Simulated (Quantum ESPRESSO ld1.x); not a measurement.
Results of a calculation; reference values are marked as such.
Problem. Pr+, 58 electrons, occupied as [Xe] 4f3 6s0.5 7s0.5 (fractional occupations, a model configuration). Level of theory: scalar-relativistic Kohn-Sham, PW86 exchange with PBE correlation, spin-unpolarised, spherical densities, point nucleus (ld1.x of Quantum ESPRESSO 7.5). Some entries of the table are withheld. Estimate them.

orbital  occ.  eigenvalue (eV)  r(max) (bohr)
1s          2         -41831.2          0.015
2s          2         -6734.78          0.087
2p          6         -6024.96          0.070
3s          2         -1459.22          0.249
3p          6              (1)          0.243
3d         10         -919.131          0.201
4s          2         -296.223          0.577
4p          6              (2)          0.606
4d         10         -117.856          0.635
5s          2         -46.2760           1.36
5p          6         -28.7368           1.53
6s        0.5          -9.0901           3.49
4f          3          -8.4565          0.694
7s        0.5          -3.6301           8.42

Solution. 
(1) 3p eigenvalue (eV): -1234.34
(2) 4p eigenvalue (eV): -222.818
